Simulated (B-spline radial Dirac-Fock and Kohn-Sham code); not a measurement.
## How the binding energies of Cd³⁸⁺ add up

System: the Cd³⁸⁺ ion in the configuration [He] 2s2 2p6; nuclear rms radius 4.6087 fm (A = 114).

The computed values come from an atomic code on a B-spline grid: Dirac-Fock energy differences between relaxed states, corrected for Breit and QED terms. Correlation energy is missing from these numbers. Energies are counted from the vacuum level.

All terms are in eV, carry their sign (relaxation lowers the binding energy) and add up to the binding energy; ⟨r⟩ is the mean radius of the orbital in the initial state.

```tsv
subshell	−ε (Koopmans)	relaxation	Breit	self-energy	vacuum polarisation	binding energy	⟨r⟩ (bohr)
1s	29256.1	-20.63	-54.72	-32.50	4.15	29152.4	0.030
2s	6303.7	-2.24	-5.39	-4.16	0.49	6292.4	0.128
2p1/2	6041.9	-3.46	-9.00	0.22	-0.01	6029.7	0.109
2p3/2	5840.2	-3.05	-5.90	-0.16	-0.02	5831.1	0.114
```

For the deepest level, K (1s), the Breit terms make up -0.188 % of the binding energy, QED -0.097 % and orbital relaxation -0.071 %.

Going to the tabulated ground configuration of the next ion removes an electron from L3 (2p3/2), computed at 5831.1 eV. NIST lists 5839 ± 3 eV as the ionisation energy of this species (semi-empirical), +7.91 eV from the computed value.
